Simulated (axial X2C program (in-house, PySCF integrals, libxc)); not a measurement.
**ZrOH⁺: properties at the nuclei**

Computed with an axial X2C code built on PySCF integrals: two-component X2C with atomic mean-field Coulomb and Gaunt terms, Gaussian nuclei, basis Zr dyall-v3z, O dyall-av3z, H dyall-v3z with contracted cores.

Zr–O–H held linear, with bonds 1.817 and 0.964 Å (near the PBE0 minimum at charge 1 of the determinant lowest at the starting distance; the state shown can have its own minimum elsewhere, held linear; other orders of the atoms were not compared).

Determinant lowest in the PBE0 search, Ω = 1 (⟨Sz⟩ = -1.00, ⟨Lz⟩ = 2.00 at PBE0), spin on the atoms Zr -1.01, O 0.01, H 0.00:

```csv
level,Eeff magnitude (GV/cm),Ws magnitude Zr (kHz),A∥/gI Zr (MHz),qzz Zr (a.u.),A∥/gI O (MHz),qzz O (a.u.),A∥/gI H (MHz),qzz H (a.u.)
PBE0,0.417,0.17,-1430,-1.17,11.5,1.02,-0.313,0.45
HF,1.18,0.507,-1430,-1.59,21,1.10,0.0431,0.45
LDA,0.672,0.291,-1560,-0.95,8.67,0.92,0.148,0.46
```

Eeff is the effective electric field on the electron electric dipole moment in this Ω state and Ws the scalar–pseudoscalar constant of the nucleus named (defined with the proton number Z and per Ω); A∥ (defined per Ω) follows by multiplying with gI = μI/(I μN); qzz is the electric field gradient, eQq0 = 234.96 MHz × Q/barn × qzz. The operators were transformed with the bare-nucleus X2C matrices; with these basis sets, hyperfine constants and field gradients can be off by tens of per cent, and where levels differ in sign neither size nor sign is settled.

Task: With gI(91Zr) = -0.5214, Q(91Zr) = -0.176 barn, Q(17O) = -0.02558 barn (g factors from the IAEA table of nuclear moments by Stone; Q from Pyykkö, Mol. Phys. 2018), turn the PBE0 values of the first state into constants in MHz.

Result: A∥(91Zr) = -1430 × -0.5214 = 746 MHz; eQq0(91Zr) = 234.96 × (-0.176) × (-1.17) = 48.4 MHz; eQq0(17O) = 234.96 × (-0.02558) × (1.02) = -6.13 MHz.

The molecule was held linear; bending was not examined, so a bent shape may lie lower.

Each state is one determinant with collinear spin, which with several unpaired electrons need not be a pure state. Unrestricted Hartree–Fock can overshoot spin polarisation at the nuclei. With several open shells hyperfine constants can be off by a factor of several. Where Eeff spreads by more than a factor of two the levels disagree and none is to be relied on. Open-shell Ω = 0 determinants with evenly filled partner blocks cannot be reached by this program, so the Ω shown need not be the lowest component. The search compared states at one distance, so a state with another bond length can lie lower. Further determinants of the search, some of them spin-mixed, are not shown. Where a field gradient or hyperfine factor spreads by more than a factor of two over the levels, a constant derived from it is not to be relied on.
